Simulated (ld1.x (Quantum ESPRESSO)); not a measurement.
# u(r) = r·R(r): atom against pseudo-atom (chromium (Cr))

Columns: radius, all-electron u(r) and pseudo u(r) of the 3d shell (level -3.13 eV) of chromium in the configuration [Ne] 3s2 3p6 3d5 4s1 4p0; LDA (PZ), scalar-relativistic, TM scheme, ld1.x (Quantum ESPRESSO) 7.5.

```
r (bohr)  all-electron  pseudo
   0.072        0.0205  0.0047
   0.145        0.1030  0.0363
   0.217        0.2235  0.1108
   0.290        0.3560  0.2312
   0.362        0.4777  0.3787
   0.435        0.5821  0.5318
   0.507        0.6632  0.6613
   0.580        0.7234  0.7551
   0.652        0.7635  0.8078
   0.725        0.7875  0.8278
   0.798        0.7980  0.8261
   0.870        0.7983  0.8134
   0.942        0.7909  0.7968
   1.015        0.7777  0.7791
   1.088        0.7604  0.7605
   1.160        0.7406  0.7406
   1.232        0.7191  0.7191
   1.305        0.6961  0.6961
   1.378        0.6726  0.6726
   1.450        0.6494  0.6494
   1.522        0.6262  0.6262
   1.595        0.6031  0.6031
   1.668        0.5805  0.5805
   1.740        0.5588  0.5588
   1.812        0.5378  0.5378
   1.885        0.5172  0.5172
```

(1) How many radial nodes do the two functions have?

(2) At about which radius was the pseudo-wave matched?

(3) Is the pseudo-wave norm-conserving?

## Answers

(1) The all-electron 3d function has n − l − 1 = 0; the pseudo-wave has 0.

(2) 1.20 bohr. The columns agree to 0.0005 from 1.09 bohr on; several derivatives are matched, so the curves merge somewhat inside the radius.

(3) Yes: the TM scheme keeps the norm inside the radius equal to the all-electron one, which fixes the energy derivative of the logarithmic derivative at the level.
